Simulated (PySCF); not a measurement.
# Sb³⁺ (antimony, charge +3) across methods

[Kr] 4d10 5s2, closed-shell 1S. All numbers are calculated (PySCF 2.14, the spin-free X2C one-electron Hamiltonian (Gaussian nucleus), in aug-cc-pwCVTZ-DK3 with one added diffuse shell each of s, p, d, f type (11s10p8d5f1g, 125 functions)).

```tsv
method	E (hartree)	mean ε 4p (eV)	mean ε 4d (eV)	mean ε 5s (eV)	Σ⟨r²⟩ (bohr²)	⟨S²⟩
wB97M-V	-6478.23	-139.40	-68.231	-42.201	30.08	0.000
revPBE	-6478.54	-131.18	-62.720	-38.730	30.00	0.000
LDA	-6472.48	-131.18	-62.945	-39.375	29.98	0.000
PBE0	-6478.34	-136.99	-65.755	-39.877	30.02	0.000
B97-3	-6478.33	-137.30	-65.906	-39.846	30.04	0.000
r2SCAN	-6478.68	-134.03	-63.677	-39.011	30.01	0.000
UHF	-6475.94852	-152.87	-73.400	-41.878	30.28	0.000
PBE	-6478.27	-131.21	-62.760	-38.885	30.01	0.000
```
